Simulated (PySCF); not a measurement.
Si(F)(Br)(NH2)2 (BrFH4N2Si), SMILES N[Si](N)(F)Br. The structure is a stationary point at PBE-D3(BJ)/def2-SVP. The structure was generated by enumeration, and PubChem lists no compound with its InChIKey, so it may never have been made. One conformer was computed; it need not be the lowest.

Computed equilibrium geometry at PBE-D3(BJ)/def2-SVP (PySCF confirms it by a frequency run) as bond lengths and angles (one conformer of several):
Atoms: N1 Si2 N3 F4 Br5 H6 H7 H8 H9. Bond lengths (Å): N1–Si2 1.716, N1–H6 1.022, N1–H7 1.023, Si2–N3 1.710, Si2–F4 1.639, Si2–Br5 2.249, N3–H8 1.022, N3–H9 1.021. Angles (°): Si2–N1–H6 118.7, Si2–N1–H7 118.6, H6–N1–H7 111.2, N1–Si2–N3 109.0, N1–Si2–F4 104.3, N1–Si2–Br5 117.8, N3–Si2–F4 116.6, N3–Si2–Br5 105.3, F4–Si2–Br5 104.4, Si2–N3–H8 119.7, Si2–N3–H9 120.5, H8–N3–H9 112.7.
Charge 0, spin multiplicity 1.
